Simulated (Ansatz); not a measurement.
Two isomers of CH4ClFOSi: A = `FC(Cl)O[SiH3]`, B = `OC(F)([SiH3])Cl`.

Gas-phase electronic energies from Ansatz, PBE0-D4/def2-TZVP geometries. CCSD(T)/CBS adds triple-zeta CCSD(T) − MP2 to the extrapolated MP2 energy (def2 sets, frozen cores). Functionals use def2-TZVPP. B3LYP here is the variant with VWN-RPA as its local correlation; programs differ in this. One conformer a species, not always the lowest.

A:

Z-matrix (Å, degrees):
```
C
Cl 1 1.799
O 1 1.340 2 112.3
F 1 1.359 2 107.0 3 -122.2
H 1 1.089 2 106.6 3 121.6
Si 3 1.677 1 126.7 2 -74.2
H 6 1.478 3 103.7 1 167.0
H 6 1.481 3 109.8 1 -74.6
H 6 1.481 3 110.5 1 47.4
```

B:

Z-matrix (Å, degrees):
```
C
F 1 1.371
Si 1 1.920 2 110.9
O 1 1.351 2 110.1 3 -123.5
Cl 1 1.817 2 105.2 3 116.9
H 3 1.483 1 107.9 2 -63.9
H 3 1.480 1 107.8 2 176.0
H 3 1.480 1 107.1 2 55.8
H 4 0.967 1 109.6 2 -61.2
```

**Question.** Which is lower in electronic energy at CCSD(T)/CBS, and by how much? (Best estimate.)

**Answer.** Computed: A, by 102.9 kJ/mol.

**Question.** Give E(B) − E(A) in kJ/mol with HF/def2-TZVPP, PBE-D4, B3LYP-D4, LDA (SPW92), B2PLYP, MP2/def2-TZVPP, B3LYP. (Best estimate.)

**Answer.** The calculation gave: HF/def2-TZVPP 125.1, PBE-D4 88.4, B3LYP-D4 103.4, LDA (SPW92) 87.9, B2PLYP 106.9, MP2/def2-TZVPP 108.2, B3LYP 104.6. None reverses the order clearly.

**Question.** Does the order hold for the free energy at 298.15 K (harmonic terms from PBE0-D4)? (Estimate.)

**Answer.** Computed: Yes: G(B) − G(A) = +101.5 kJ/mol, for one conformer each. Modes under 60 cm⁻¹, often nearly free rotors, make the harmonic entropy too high.

Largest T1 diagnostic: 0.012.

From r2SCAN to r2SCAN0 (25 % exact exchange), in def2-TZVPP and without D4, E(B) − E(A) moves by +4.3 kJ/mol. In def2-TZVPP, CCSD(T) changes the Hartree–Fock value by −20.0 kJ/mol (the triples alone add −3.3 kJ/mol) and MP2 by −17.0 kJ/mol.
